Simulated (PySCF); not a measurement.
Spinor energies of Xe¹⁹⁺ (xenon, charge +19)

Start: [Ar] 3d10 4s2 4p5; 4p1/2 filled at m_j = +1/2; 4p3/2 filled at m_j = -3/2, -1/2, +1/2, +3/2. Calculated with PySCF 2.14 in an uncontracted even-tempered set (18 s from 1.2 bohr⁻², ratio 2.8; 14 p from 1.5 bohr⁻², ratio 2.8; 9 d from 2.7 bohr⁻², ratio 2.8; 4 f from 9.3 bohr⁻², ratio 3): generalised Hartree-Fock with the X2C-1e Hamiltonian and a Gaussian nucleus; one run each with spin-orbit coupling (SO) screened by Boettger's factors, then bare. This is a chosen level, not necessarily the ground level.

```
spinor shell  electrons  ε, screened SO (eV)  ε, bare SO (eV)  weight of nominal j (bare SO)  rms radius, bare SO (bohr)
       1s1/2          2             -35244.8         -35244.5                          1.000                      0.0305
       2s1/2          2              -6022.8          -6022.7                          1.000                       0.124
       2p1/2          2              -5677.8          -5687.4                          1.000                       0.107
       2p3/2          4              -5350.6          -5346.8                          1.000                       0.112
       3s1/2          2              -1662.2          -1662.2                          1.000                       0.324
       3p1/2          2              -1517.6          -1519.5                          1.000                       0.316
       3p3/2          4              -1453.6          -1452.9                          1.000                       0.327
       3d3/2          4              -1203.6          -1205.5                          1.000                       0.298
       4s1/2          2              -657.49          -657.50                          0.999                       0.700
       4p1/2          1              -600.96          -601.45                          1.000                       0.717
       4p3/2          4              -581.81          -581.62                          1.000                       0.741
```

(1) Where does 3d5/2 lie, and what is the 3d spin-orbit splitting (bare SO)?

| quantity | screened SO | bare SO |
| --- | --- | --- |
| E (hartree) | -7297.01238 | -7297.20501 |
| M_J | 1/2 | 1/2 |
| ⟨J²⟩ | 0.753 | 0.753 |
| ⟨L²⟩ | 2.024 | 2.026 |
| ⟨S²⟩ | 0.769 | 0.771 |

Each row is a mean over spinors that exchange with the open shell spreads, by up to 3.725 eV (3p1/2).

Breit and QED terms are absent; they matter most for the inner s and p1/2 levels.

Densities and radii are taken from the X2C orbitals without a picture-change correction, which distorts them close to the nucleus.

Answers

(1) At -1189.1 eV, 16.439 eV above 3d3/2.
